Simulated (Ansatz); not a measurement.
`CSSB(O)O`, 11 atoms. Charge 0, multiplicity 1. All runs use 4 threads of an Arm Neoverse V1 on a shared host. Correlated methods freeze the cores.

Task: Give the basis size and wall time and peak host memory of each of these runs in Ansatz. RKS PBE0-D4/def2-TZVP relaxation (7 steps); RKS PBE0-D4/def2-TZVPP energy; RKS ωB97M-V/def2-SVP energy; RHF-CCSD(T)/def2-SVP energy; RKS ωB97M-V/def2-QZVPP energy; RKS PBE0-D4/def2-TZVP frequencies; RKS r2SCANh-D4/def2-TZVPP energy; RKS ωB97M-V/def2-TZVPP energy and forces; RHF-MP2/def2-QZVPP energy; RKS ωB97X-V/def2-TZVPP energy; RKS PBE0-D4/def2-QZVPP energy; RKS PBE0-D4/def2-SVP energy. (Best estimate.)

Result: Computed: Other jobs shared the machine, so times are rough.

```json
{"level": "RKS PBE0-D4/def2-SVP", "job": "energy", "functions": "117", "wall time": "1.4 s", "peak host memory (GiB)": "0.52"}
{"level": "RKS PBE0-D4/def2-TZVPP", "job": "energy", "functions": "278", "wall time": "4.8 s", "peak host memory (GiB)": "0.83"}
{"level": "RKS ωB97M-V/def2-SVP", "job": "energy", "functions": "117", "wall time": "6.5 s", "peak host memory (GiB)": "0.52"}
{"level": "RKS r2SCANh-D4/def2-TZVPP", "job": "energy", "functions": "278", "wall time": "8 s", "peak host memory (GiB)": "0.84"}
{"level": "RHF-CCSD(T)/def2-SVP", "job": "energy", "functions": "117", "wall time": "9.5 s", "peak host memory (GiB)": "0.63"}
{"level": "RKS ωB97X-V/def2-TZVPP", "job": "energy", "functions": "278", "wall time": "11 s", "peak host memory (GiB)": "0.98"}
{"level": "RKS PBE0-D4/def2-QZVPP", "job": "energy", "functions": "518", "wall time": "13 s", "peak host memory (GiB)": "2.2"}
{"level": "RKS ωB97M-V/def2-TZVPP", "job": "energy and forces", "functions": "278", "wall time": "16 s", "peak host memory (GiB)": "1.1"}
{"level": "RKS ωB97M-V/def2-QZVPP", "job": "energy", "functions": "518", "wall time": "27 s", "peak host memory (GiB)": "2.6"}
{"level": "RHF-MP2/def2-QZVPP", "job": "energy", "functions": "518", "wall time": "34 s", "peak host memory (GiB)": "3.6"}
{"level": "RKS PBE0-D4/def2-TZVP", "job": "relaxation (7 steps)", "functions": "228", "wall time": "39 s", "peak host memory (GiB)": "0.69"}
{"level": "RKS PBE0-D4/def2-TZVP", "job": "frequencies", "functions": "228", "wall time": "4 min", "peak host memory (GiB)": "0.77"}
```
